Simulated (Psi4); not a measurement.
A run for Psi4: SAPT0/jun-cc-pV(D+d)Z on C2H7NO2 (a complex), monomers drawn apart or pushed together.

```
memory 2025 MB

molecule dimer {
0 1
C     0.19514320    0.64616053    0.15493860
N    -0.56010423   -0.44249955    0.79306772
H     0.98551637    0.95849630    0.83591643
H    -0.46975874    1.49362859   -0.01173294
H     0.64670163    0.36390524   -0.80059178
H     0.05626637   -1.22401419    0.99038360
H    -1.30299013   -0.77823828    0.19093149
--
0 1
O     1.22091349   -0.12684501    3.61743061
C     0.20442714    0.25468058    4.14888582
O    -0.98016386    0.36081947    3.57409108
H     0.15977968    0.56454522    5.20382222
H    -0.90551452    0.05521492    2.60165588
units angstrom
symmetry c1
no_reorient
no_com
}

set {
  basis jun-cc-pV(D+d)Z
  scf_type df
  freeze_core true
}

energy('sapt0')
```

It printed:

```
[...]
==> Input File <==

--------------------------------------------------------------------------
memory 2025 MB

molecule dimer {
0 1
C     0.19514320    0.64616053    0.15493860
N    -0.56010423   -0.44249955    0.79306772
H     0.98551637    0.95849630    0.83591643
H    -0.46975874    1.49362859   -0.01173294
H     0.64670163    0.36390524   -0.80059178
H     0.05626637   -1.22401419    0.99038360
H    -1.30299013   -0.77823828    0.19093149
--
0 1
O     1.22091349   -0.12684501    3.61743061
C     0.20442714    0.25468058    4.14888582
O    -0.98016386    0.36081947    3.57409108
H     0.15977968    0.56454522    5.20382222
H    -0.90551452    0.05521492    2.60165588
units angstrom
symmetry c1
no_reorient
no_com
}

set {
  basis jun-cc-pV(D+d)Z
  scf_type df
  freeze_core true
}

energy('sapt0')
--------------------------------------------------------------------------


   => Loading Basis Set <=

    Name: JUN-CC-PV(D+D)Z
    Role: ORBITAL
    Keyword: BASIS
    atoms 1, 9       entry C          line   188 file jun-cc-pv_dpd_z.gbs
    atoms 2          entry N          line   222 file jun-cc-pv_dpd_z.gbs
    atoms 3-7, 11-12 entry H          line    60 file jun-cc-pv_dpd_z.gbs
    atoms 8, 10      entry O          line   256 file jun-cc-pv_dpd_z.gbs

   => Loading Basis Set <=

    Name: JUN-CC-PV(D+D)Z
    Role: ORBITAL
    Keyword: BASIS
    atoms 1, 9       entry C          line   188 file jun-cc-pv_dpd_z.gbs
    atoms 2          entry N          line   222 file jun-cc-pv_dpd_z.gbs
    atoms 3-7, 11-12 entry H          line    60 file jun-cc-pv_dpd_z.gbs
    atoms 8, 10      entry O          line   256 file jun-cc-pv_dpd_z.gbs


  //>>>>>>>>>>>>>>>>>>>>>>>>>>>>>>>>>>>//
  //              Dimer HF             //
  //<<<<<<<<<<<<<<<<<<<<<<<<<<<<<<<<<<<//

   => Libint2 <=

    Primary   basis highest AM E, G, H:  7, 6, 3
    Auxiliary basis highest AM E, G, H:  7, 7, 4
    Onebody   basis highest AM E, G, H:  -, -, -
    Solid Harmonics ordering:            Gaussian


   => Loading Basis Set <=

    Name: JUN-CC-PV(D+D)Z
    Role: ORBITAL
    Keyword: BASIS
    atoms 1, 9       entry C          line   188 file jun-cc-pv_dpd_z.gbs
    atoms 2          entry N          line   222 file jun-cc-pv_dpd_z.gbs
    atoms 3-7, 11-12 entry H          line    60 file jun-cc-pv_dpd_z.gbs
    atoms 8, 10      entry O          line   256 file jun-cc-pv_dpd_z.gbs


         ---------------------------------------------------------
                                   SCF
               by Justin Turney, Rob Parrish, Andy Simmonett
                          and Daniel G. A. Smith
                              RHF Reference
                        1 Threads,   1931 MiB Core
         ---------------------------------------------------------

  ==> Geometry <==

    Molecular point group: c1
    Full point group: C1

    Geometry (in Angstrom), charge = 0, multiplicity = 1:

       Center              X                  Y                   Z               Mass
    ------------   -----------------  -----------------  -----------------  -----------------
         C            0.195143200000     0.646160530000     0.154938600000    12.000000000000
         N           -0.560104230000    -0.442499550000     0.793067720000    14.003074004430
         H            0.985516370000     0.958496300000     0.835916430000     1.007825032230
         H           -0.469758740000     1.493628590000    -0.011732940000     1.007825032230
         H            0.646701630000     0.363905240000    -0.800591780000     1.007825032230
         H            0.056266370000    -1.224014190000     0.990383600000     1.007825032230
         H           -1.302990130000    -0.778238280000     0.190931490000     1.007825032230
         O            1.220913490000    -0.126845010000     3.617430610000    15.994914619570
         C            0.204427140000     0.254680580000     4.148885820000    12.000000000000
         O           -0.980163860000     0.360819470000     3.574091080000    15.994914619570
         H            0.159779680000     0.564545220000     5.203822220000     1.007825032230
         H           -0.905514520000     0.055214920000     2.601655880000     1.007825032230

  Running in c1 symmetry.

  Rotational constants: A =      0.26358  B =      0.02469  C =      0.02356 [cm^-1]
  Rotational constants: A =   7901.84537  B =    740.16006  C =    706.29829 [MHz]
  Nuclear repulsion =  177.363674255444579

  Charge       = 0
  Multiplicity = 1
  Electrons    = 42
  Nalpha       = 21
  Nbeta        = 21

  ==> Algorithm <==

  SCF Algorithm Type is DF.
  DIIS enabled.
  MOM disabled.
  Fractional occupation disabled.
  Guess Type is SAD.
  Energy threshold   = 1.00e-08
  Density threshold  = 1.00e-08
  Integral threshold = 1.00e-12

  ==> Primary Basis <==

  Basis Set: JUN-CC-PV(D+D)Z
    Blend: JUN-CC-PV(D+D)Z
    Number of shells: 61
    Number of basis functions: 125
    Number of Cartesian functions: 130
    Spherical Harmonic
[...]

    Total Energy =                       -188.7874049559631544

Computation Completed


Properties will be evaluated at   0.000000,   0.000000,   0.000000 [a0]

Properties computed using the SCF density matrix


 Multipole Moments:

 ------------------------------------------------------------------------------------
     Multipole            Electronic (a.u.)      Nuclear  (a.u.)        Total (a.u.)
 ------------------------------------------------------------------------------------

 L = 1.  Multiply by 2.5417464519 to convert [e a0] to [Debye]
 Dipole X            :         -5.2862344            4.5482402           -0.7379943
 Dipole Y            :         -7.4258170            7.5960174            0.1702004
 Dipole Z            :       -170.4673096          170.5118148            0.0445052
 Magnitude           :                                                    0.7586728

 ------------------------------------------------------------------------------------

  Constructing Basis Sets for SAPT...

   => Loading Basis Set <=

    Name: (JUN-CC-PV(D+D)Z AUX)
    Role: RIFIT
    Keyword: DF_BASIS_SAPT
    atoms 1, 9       entry C          line   100 file jun-cc-pvdz-ri.gbs
    atoms 2          entry N          line   144 file jun-cc-pvdz-ri.gbs
    atoms 3-7, 11-12 entry H          line    30 file jun-cc-pvdz-ri.gbs
    atoms 8, 10      entry O          line   188 file jun-cc-pvdz-ri.gbs

   => Loading Basis Set <=

    Name: (JUN-CC-PV(D+D)Z AUX)
    Role: JKFIT
    Keyword: DF_BASIS_ELST
    atoms 1, 9       entry C          line   146 file jun-cc-pvdz-jkfit.gbs
    atoms 2          entry N          line   202 file jun-cc-pvdz-jkfit.gbs
    atoms 3-7, 11-12 entry H          line    70 file jun-cc-pvdz-jkfit.gbs
    atoms 8, 10      entry O          line   258 file jun-cc-pvdz-jkfit.gbs


  //>>>>>>>>>>>>>>>>>>>>>>>>>>>>>>>>>>>//
  //               SAPT0               //
  //<<<<<<<<<<<<<<<<<<<<<<<<<<<<<<<<<<<//



        SAPT0
    Ed Hohenstein
     6 June 2009

      Orbital Information
  --------------------------
    NSO        =       125
    NMO        =       125
    NRI        =       423
    NRI (Elst) =       556
    NOCC A     =         9
    NOCC B     =        12
    FOCC A     =         2
    FOCC B     =         3
    NVIR A     =       116
    NVIR B     =       113

    Elst10,r            =    -0.028195192393 [Eh]
    Exch10              =     0.022357724577 [Eh]
    Exch10 (S^2)        =     0.022032900960 [Eh]

    Maxiter = 50
    CPHF R converge = 1.000000E-08

    Iter     Energy [mEh]          dE [mEh]         Residual      Time [s]
       1      -8.27353546       8.273535458     1.769326e-02             0
       2     -10.94154216       2.668006698     6.245274e-03             0
       3     -11.10943024       0.167888082     1.868911e-03             0
       4     -11.05976089      -0.049669351     5.040848e-04             0
       5     -11.04605289      -0.013708002     1.051673e-04             0
       6     -11.04987478       0.003821892     2.447195e-05             0
       7     -11.04992743       0.000052653     8.180969e-06             0
       8     -11.04973479      -0.000192641     1.820344e-06             0
       9     -11.04976385       0.000029057     3.877561e-07             0
      10     -11.04976107      -0.000002781     6.070717e-08             0
      11     -11.04976101      -0.000000054     1.297968e-08             0
      12     -11.04976109       0.000000076     2.843829e-09             0

    CHF Iterations converged

    Maxiter = 50
    CPHF R converge = 1.000000E-08

    Iter     Energy [mEh]          dE [mEh]         Residual      Time [s]
       1      -2.08883317       2.088833166     7.552360e-03             0
       2      -2.46014275       0.371309582     2.969499e-03             0
       3      -2.50848013       0.048337385     1.122390e-03             0
       4      -2.50119011      -0.007290023     4.348883e-04             0
       5      -2.49364133      -0.007548776     1.253395e-04             0
       6      -2.49520289       0.001561552     5.057635e-05             0
       7      -2.49570681       0.000503929     1.172186e-05             0
       8      -2.49557781      -0.000129004     4.633673e-06             0
       9      -2.49553399      -0.000043822     1.029949e-06             0
      10      -2.49554805       0.000014062     1.949124e-07             0
      11      -2.49554697      -0.000001082     3.898507e-08             0
      12      -2.49554689      -0.000000081     8.244018e-09             0

    CHF Iterations converged

    Ind20,r (A<-B)      =    -0.011049761088 [Eh]
    Ind20,r (B<-A)      =    -0.002495546887 [Eh]
    Ind20,r             =    -0.013545307976 [Eh]
    Exch-Ind20,r (A<-B) =     0.006282128779 [Eh]
    Exch-Ind20,r (B<-A) =     0.001239183076 [Eh]
    Exch-Ind20,r        =     0.007521311856 [Eh]
    Disp20              =    -0.006478249890 [Eh]
    Disp20 (SS)         =    -0.003239124945 [Eh]
    Disp20 (OS)         =    -0.003239124945 [Eh]
    Exch-Disp20         =     0.001337062649 [Eh]
    Exch-Disp20 (SS)    =     0.000788573182 [Eh]
    Exch-Disp20 (OS)    =     0.000548489467 [Eh]

    SAPT Results
  --------------------------------------------------------------------------------------------------------
    Electrostatics                -28.19519239 [mEh]     -17.69275034 [kcal/mol]     -74.02646743 [kJ/mol]
      Elst10,r                    -28.19519239 [mEh]     -17.69275034 [kcal/mol]     -74.02646743 [kJ/mol]

    Exchange                       22.35772458 [mEh]      14.02968398 [kcal/mol]      58.70019779 [kJ/mol]
      Exch10                       22.35772458 [mEh]      14.02968398 [kcal/mol]      58.70019779 [kJ/mol]
      Exch10(S^2)                  22.03290096 [mEh]      13.82585409 [kcal/mol]      57.84737350 [kJ/mol]

    Induction                     -10.63286722 [mEh]      -6.67222491 [kcal/mol]     -27.91658903 [kJ/mol]
      Ind20,r                     -13.54530798 [mEh]      -8.49980908 [kcal/mol]     -35.56320119 [kJ/mol]
      Exch-Ind20,r                  7.52131186 [mEh]       4.71969444 [kcal/mol]      19.74720156 [kJ/mol]
      delta HF,r (2)               -4.60887110 [mEh]      -2.89211028 [kcal/mol]     -12.10058940 [kJ/mol]

    Dispersion                     -5.14118724 [mEh]      -3.22614370 [kcal/mol]     -13.49818524 [kJ/mol]
      Disp20                       -6.47824989 [mEh]      -4.06516318 [kcal/mol]     -17.00864274 [kJ/mol]
      Exch-Disp20                   1.33706265 [mEh]       0.83901948 [kcal/mol]       3.51045750 [kJ/mol]
      Disp20 (SS)                  -3.23912495 [mEh]      -2.03258159 [kcal/mol]      -8.50432137 [kJ/mol]
      Disp20 (OS)                  -3.23912495 [mEh]      -2.03258159 [kcal/mol]      -8.50432137 [kJ/mol]
      Exch-Disp20 (SS)              0.78857318 [mEh]       0.49483714 [kcal/mol]       2.07039860 [kJ/mol]
      Exch-Disp20 (OS)              0.54848947 [mEh]       0.34418234 [kcal/mol]       1.44005890 [kJ/mol]

  Total HF                        -16.47033503 [mEh]     -10.33529127 [kcal/mol]     -43.24285867 [kJ/mol]
  Total SAPT0                     -21.61152228 [mEh]     -13.56143497 [kcal/mol]     -56.74104392 [kJ/mol]

  Special recipe for scaled SAPT0 (see Manual):
    Electrostatics sSAPT0         -28.19519239 [mEh]     -17.69275034 [kcal/mol]     -74.02646743 [kJ/mol]
    Exchange sSAPT0                22.35772458 [mEh]      14.02968398 [kcal/mol]      58.70019779 [kJ/mol]
    Induction sSAPT0              -10.29528645 [mEh]      -6.46038978 [kcal/mol]     -27.03027086 [kJ/mol]
    Dispersion sSAPT0              -5.08117555 [mEh]      -3.18848580 [kcal/mol]     -13.34062457 [kJ/mol]
  Total sSAPT0                    -21.21392982 [mEh]     -13.31194194 [kcal/mol]     -55.69716507 [kJ/mol]
  --------------------------------------------------------------------------------------------------------



*** Psi4 exiting successfully. Buy a developer a beer!
```

The run finished.

Cost: around 12 core-seconds (rough).
